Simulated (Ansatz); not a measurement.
H5NOSn, SMILES `[NH2][SnH2][OH]`. Total charge 0; spin multiplicity 1. Sn takes the def2 core potential.

```xyz
8

N     0.651    0.904    1.047
Sn    0.105   -0.465   -0.319
O    -1.856   -0.521   -0.192
H     1.507    0.693    1.540
H     0.687    1.861    0.726
H     0.728   -1.966    0.189
H     0.460   -0.038   -1.942
H    -2.284   -0.470   -1.049
```

(1) What are the harmonic wavenumbers in cm⁻¹ at PBE0-D4/def2-TZVP (Ansatz, finite differences of forces, unscaled)? (Best estimate.)

(2) Is this a minimum?

(3) Give the ideal-gas thermochemistry at 298.15 K and 1 bar (rigid rotor, harmonic oscillator; point group C1, symmetry number 1).

(4) And at 400, 500, 600, 800 and 1000 K?

Answers

(1) Ansatz gave: 55, 119, 207, 409, 444, 529, 613, 627, 654, 692, 851, 854, 1567, 1911, 1963, 3565, 3664, 3903.

(2) Yes, all 18 modes are real.

(3) Zero-point energy 135.3 kJ/mol; H(298) − E = 154.5 kJ/mol; entropy 333.9 J/(mol·K), of which translation 171.7, rotation 103.6, vibration 58.7; G(298) − E = 55.0 kJ/mol. Modes under 100 cm⁻¹ are hindered rotations or soft bends, so the harmonic entropy is rough.

(4) 
```json
{"T (K)": "400", "H − E (kJ/mol)": "164.9", "S (J/mol/K)": "363.9", "G − E (kJ/mol)": "19.4"}
{"T (K)": "500", "H − E (kJ/mol)": "176.4", "S (J/mol/K)": "389.3", "G − E (kJ/mol)": "-18.3"}
{"T (K)": "600", "H − E (kJ/mol)": "188.6", "S (J/mol/K)": "411.6", "G − E (kJ/mol)": "-58.4"}
{"T (K)": "800", "H − E (kJ/mol)": "215.1", "S (J/mol/K)": "449.6", "G − E (kJ/mol)": "-144.6"}
{"T (K)": "1000", "H − E (kJ/mol)": "243.5", "S (J/mol/K)": "481.3", "G − E (kJ/mol)": "-237.8"}
```
